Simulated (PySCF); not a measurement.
Energy of W (tungsten, neutral) between two integer charges

The 6s beta orbital of [Xe] 4f14 5d4 6s2 is emptied in steps (occupation f), with all orbitals relaxed, ending at [Xe] 4f14 5d4 6s1. Computed with PySCF 2.14 in aug-cc-pVTZ-PP with ECP60MDF, with a scalar-relativistic core potential. The exact energy is a straight line in f; departures are measured from the line between the end points of the same method.

| f | r2SCAN0 (eV) |
| --- | --- |
| 1 | 0.000 |
| 0.75 | -0.303 |
| 0.5 | -0.383 |
| 0.25 | -0.260 |
| 0 | 0.000 |

| method | E(f=0) − E(f=1) (eV) | −ε at f=1 (eV) | −ε at f=0.5 (eV) |
| --- | --- | --- | --- |
| r2SCAN0 | 7.078 | 5.402 | 7.186 |

Orbital energy along the path (eV):

```json
{"f": "1", "r2SCAN0": "-5.402"}
{"f": "0.75", "r2SCAN0": "-6.321"}
{"f": "0.5", "r2SCAN0": "-7.186"}
{"f": "0.25", "r2SCAN0": "-7.929"}
{"f": "0", "r2SCAN0": "-7.900"}
```

Reference removal energy between the ground levels: 7.864 eV (measured; NIST Atomic Spectra Database, ionization energies). The calculation has no spin-orbit coupling.
